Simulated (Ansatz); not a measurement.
The same ligand exchange along the group B, Al, Ga, In.

Computed with Ansatz on PBE0-D4/def2-TZVP structures; ΔE is electronic, products minus reactants. CCSD(T)/CBS adds triple-zeta CCSD(T) − MP2 to the extrapolated MP2 energy (def2 sets, frozen cores). This one scheme is used for every species. Functionals use def2-TZVPP. B3LYP here is the variant with VWN-RPA as its local correlation; programs differ in this. def2 core potentials past Kr. For Ga, In outer-core shells are correlated without core-valence functions, which leaves a few kJ/mol of doubt a bond. Scalar relativity is left out up to krypton. One conformer a species, not always the lowest.

```tsv
reaction	CCSD/CBS(def2) (eV)	B3LYP-D4 (eV)	ωB97X-V (eV)	PBE-D4 (eV)	CCSD(T)/CBS(def2) (eV)
`B[SiH2]N` + `N=C(F)S` → `N=C(F)S[SiH2]N` + BH₃	-0.92	-0.92	-0.92	-0.82	-0.94
`N[SiH2][AlH2]` + `N=C(F)S` → `N=C(F)S[SiH2]N` + `[AlH3]`	-0.76	-0.77	-0.77	-0.65	-0.77
`N[SiH2][GaH2]` + `N=C(F)S` → `N=C(F)S[SiH2]N` + `[GaH3]`	-0.59	-0.60	-0.64	-0.52	-0.60
`N[SiH2][InH2]` + `N=C(F)S` → `N=C(F)S[SiH2]N` + `[InH3]`	-0.46	-0.50	-0.53	-0.43	-0.47
```

Largest T1 diagnostic: 0.014, for `[InH3]`.
